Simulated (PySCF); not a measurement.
The dipole of `[SiH2]1[C@H](C[SiH3])[C@H](F)[SiH2]C=C1` from its density and from atomic charges.

Coordinates (GFN2-xTB, Å) and charges (e) from the PBE0/pcSseg-1 density (PySCF):

```json
{"atom": "F1", "x": "0.463", "y": "0.269", "z": "1.921", "Mulliken": "-0.3384", "IAO": "-0.3366", "Hirshfeld": "-0.1087", "ESP-fitted": "-0.2078"}
{"atom": "C2", "x": "0.196", "y": "-0.608", "z": "0.863", "Mulliken": "-0.0534", "IAO": "-0.0831", "Hirshfeld": "-0.0254", "ESP-fitted": "-0.0496"}
{"atom": "Si3", "x": "1.834", "y": "-1.491", "z": "0.399", "Mulliken": "+0.7016", "IAO": "+0.7397", "Hirshfeld": "+0.3283", "ESP-fitted": "+0.3952"}
{"atom": "C4", "x": "2.909", "y": "-0.263", "z": "-0.536", "Mulliken": "-0.4092", "IAO": "-0.4029", "Hirshfeld": "-0.1304", "ESP-fitted": "-0.2645"}
{"atom": "C5", "x": "2.495", "y": "0.920", "z": "-0.988", "Mulliken": "-0.3987", "IAO": "-0.3949", "Hirshfeld": "-0.1269", "ESP-fitted": "-0.3124"}
{"atom": "Si6", "x": "0.757", "y": "1.614", "z": "-0.774", "Mulliken": "+0.7282", "IAO": "+0.7423", "Hirshfeld": "+0.3241", "ESP-fitted": "+0.4083"}
{"atom": "C7", "x": "-0.413", "y": "0.182", "z": "-0.286", "Mulliken": "-0.5889", "IAO": "-0.3738", "Hirshfeld": "-0.1174", "ESP-fitted": "-0.0636"}
{"atom": "C8", "x": "-1.807", "y": "0.715", "z": "0.062", "Mulliken": "-0.4725", "IAO": "-0.5319", "Hirshfeld": "-0.1576", "ESP-fitted": "-0.2730"}
{"atom": "Si9", "x": "-3.163", "y": "-0.609", "z": "0.218", "Mulliken": "+0.4906", "IAO": "+0.5899", "Hirshfeld": "+0.3134", "ESP-fitted": "+0.3894"}
{"atom": "H10", "x": "-0.534", "y": "-1.317", "z": "1.274", "Mulliken": "+0.1431", "IAO": "+0.1373", "Hirshfeld": "+0.0334", "ESP-fitted": "+0.1047"}
{"atom": "H11", "x": "1.495", "y": "-2.639", "z": "-0.455", "Mulliken": "-0.0730", "IAO": "-0.1256", "Hirshfeld": "-0.0771", "ESP-fitted": "-0.1070"}
{"atom": "H12", "x": "2.490", "y": "-1.924", "z": "1.636", "Mulliken": "-0.0736", "IAO": "-0.1104", "Hirshfeld": "-0.0721", "ESP-fitted": "-0.0806"}
{"atom": "H13", "x": "3.939", "y": "-0.560", "z": "-0.709", "Mulliken": "+0.1265", "IAO": "+0.1511", "Hirshfeld": "+0.0431", "ESP-fitted": "+0.1546"}
{"atom": "H14", "x": "3.202", "y": "1.556", "z": "-1.511", "Mulliken": "+0.1247", "IAO": "+0.1516", "Hirshfeld": "+0.0435", "ESP-fitted": "+0.1664"}
{"atom": "H15", "x": "0.755", "y": "2.657", "z": "0.255", "Mulliken": "-0.0523", "IAO": "-0.1120", "Hirshfeld": "-0.0749", "ESP-fitted": "-0.0814"}
{"atom": "H16", "x": "0.295", "y": "2.169", "z": "-2.056", "Mulliken": "-0.0881", "IAO": "-0.1245", "Hirshfeld": "-0.0808", "ESP-fitted": "-0.1163"}
{"atom": "H17", "x": "-0.502", "y": "-0.513", "z": "-1.129", "Mulliken": "+0.1643", "IAO": "+0.1416", "Hirshfeld": "+0.0401", "ESP-fitted": "+0.0773"}
{"atom": "H18", "x": "-2.112", "y": "1.427", "z": "-0.711", "Mulliken": "+0.1552", "IAO": "+0.1453", "Hirshfeld": "+0.0407", "ESP-fitted": "+0.0846"}
{"atom": "H19", "x": "-1.735", "y": "1.289", "z": "0.988", "Mulliken": "+0.1607", "IAO": "+0.1546", "Hirshfeld": "+0.0377", "ESP-fitted": "+0.0990"}
{"atom": "H20", "x": "-3.151", "y": "-1.431", "z": "-0.998", "Mulliken": "-0.0842", "IAO": "-0.1232", "Hirshfeld": "-0.0798", "ESP-fitted": "-0.1140"}
{"atom": "H21", "x": "-4.457", "y": "0.061", "z": "0.357", "Mulliken": "-0.0811", "IAO": "-0.1131", "Hirshfeld": "-0.0768", "ESP-fitted": "-0.1069"}
{"atom": "H22", "x": "-2.968", "y": "-1.485", "z": "1.376", "Mulliken": "-0.0815", "IAO": "-0.1213", "Hirshfeld": "-0.0764", "ESP-fitted": "-0.1025"}
```

Problem. What dipole does each set of charges give (1 e·Å = 4.803 D), and what does the density give?

Solution. The full density gives (0.25, -0.46, -1.31) D, 1.41 D in size; dipole vectors point from the negative to the positive end.

| scheme | μx | μy | μz | size (D) | share of the full size (%) | angle to the full dipole (°) |
| --- | --- | --- | --- | --- | --- | --- |
| Mulliken | -1.57 | -1.98 | -1.58 | 2.98 | 211 | 52 |
| IAO | -0.63 | -1.83 | -2.12 | 2.87 | 203 | 31 |
| Hirshfeld | 0.01 | -0.54 | -0.69 | 0.87 | 62 | 21 |
| ESP-fitted | 0.23 | -0.47 | -1.30 | 1.40 | 99 | 1 |

Problem. Which set comes closest?

Solution. Length of the difference vector: ESP-fitted 0.03 D, Hirshfeld 0.67 D, IAO 1.81 D, Mulliken 2.39 D. Closest: ESP-fitted. ESP charges are fitted to the potential around the molecule, whose slowest-falling term is the dipole's. The schemes that divide the density aren't constrained to reproduce the dipole.

Problem. What is left for the Hirshfeld atoms' own dipoles?

Solution. The Hirshfeld atoms' densities add up to the full density, so μ = Σ q r + Σ (atomic dipoles). The atomic dipoles sum to (0.25, -0.46, -1.31) − (0.01, -0.54, -0.69) = (0.24, 0.08, -0.62) D, 0.67 D in size.

Problem. With the origin at the mean of the coordinates, (0.000, 0.001, -0.036) Å, which are the largest single terms, by size, of the ESP-fitted dipole along the direction of the full one?

Solution. F1 +1.82, C5 -1.53, C4 -1.35, H14 +1.14, H13 +1.12 D; all 22 atoms together +1.40 D. The single terms depend on the origin, their sum doesn't.

Problem. Give the size of the full dipole in other units.

Solution. 1.41 D = 0.556 au = 0.294 e·Å = 4.71 × 10⁻³⁰ C·m.

Isolated species at its GFN2-xTB geometry (one conformer only).
